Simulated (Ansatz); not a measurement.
Cartesian coordinates (Å):
SMILES: B[C@@H]1C[C@H]2C[C@@H]1C[C@@H]2C=O
```xyz
23

B     -2.0516     1.7883    -0.4529
C     -1.4929     0.4807     0.1608
C     -0.6110     0.5083     1.4413
C      0.5109    -0.4844     1.1036
C     -0.2308    -1.5449     0.2801
C     -0.7709    -0.5392    -0.7427
C      0.5287     0.1046    -1.2487
C      1.4109     0.1636     0.0170
C      2.7028    -0.6030    -0.1032
O      3.0192    -1.2994    -1.0305
H     -2.2632     2.7592     0.2411
H     -2.3886     1.8246    -1.6167
H     -2.4956     0.0553     0.4278
H     -1.1687     0.1688     2.3277
H     -0.2181     1.5100     1.6728
H      1.0650    -0.8438     1.9844
H      0.4358    -2.3026    -0.1605
H     -1.0216    -2.0543     0.8533
H     -1.4043    -0.9447    -1.5440
H      1.0222    -0.5290    -2.0015
H      0.3618     1.0945    -1.6995
H      1.6807     1.1895     0.3236
H      3.3792    -0.5020     0.7869
```
Charge 0, multiplicity 1.

Level of theory: frozen-core CCSD(T)/cc-pVDZ // PBE0-D4/def2-SVP in Ansatz (a first-principles code).

The HF energy is -410.05529 Ha and the MP2 correlation energy comes out as -1.36828 Ha.

### Question
Estimate the CCSD correlation energy, the (T) correction, the total energy and the T1 diagnostic.

### Answer

```
Quantity                        Result
-----------------------  -------------
CCSD correlation energy    -1.45759 Ha
(T) correction             -0.05186 Ha
CCSD(T) total energy     -411.56474 Ha
T1 diagnostic                    0.012
```
